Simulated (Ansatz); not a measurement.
Reaction (homolysis of the N–Sb bond): `C[N](C)[SbH2]` → `C[N]C`• + `[SbH2]`•

Program: Ansatz. Geometries: PBE0-D4/def2-TZVP. ΔE: electronic, gas phase. CCSD(T)/CBS adds triple-zeta CCSD(T) − MP2 to the extrapolated MP2 energy (def2 sets, frozen cores). Functionals use def2-TZVPP. HSE06 is defined as in plane-wave codes. Open shells (•) are unrestricted, without spin–orbit coupling. Elements past krypton have def2 core potentials. For Sb outer-core shells are correlated without core-valence functions, which leaves a few kJ/mol of doubt a bond.

Question: What is ΔE at CCSD(T)/CBS? (An estimate is asked.)

Answer: The calculation gave: +2.33 eV.

Question: What do these levels give: PBE-D4, PBE0-D4, HSE06-D4, CAM-B3LYP-D4, B2PLYP, BLYP, r2SCAN0, BHLYP, MP2/def2-SVP, MP2/def2-QZVPP, SCS-MP2/def2-QZVPP, MP2/CBS(def2)? (An estimate is asked.)

Answer: Computed: PBE-D4 2.13, PBE0-D4 2.03, HSE06-D4 2.02, CAM-B3LYP-D4 1.98, B2PLYP 2.00, BLYP 1.75, r2SCAN0 1.76, BHLYP 1.66, MP2/def2-SVP 2.16, MP2/def2-QZVPP 2.59, SCS-MP2/def2-QZVPP 2.46, MP2/CBS(def2) 2.66 eV.

Largest T1 diagnostic among the species: 0.014.

From PBE to PBE0 (25 % exact exchange), in def2-TZVPP and without D4, ΔE moves by −0.08 eV: exact exchange takes away binding that semilocal exchange gives to molecules. In def2-TZVPP, CCSD(T) changes the Hartree–Fock value by +1.47 eV (the triples alone add +0.16 eV) and MP2 by +1.80 eV; breaking electron pairs costs correlation energy, which Hartree–Fock lacks.
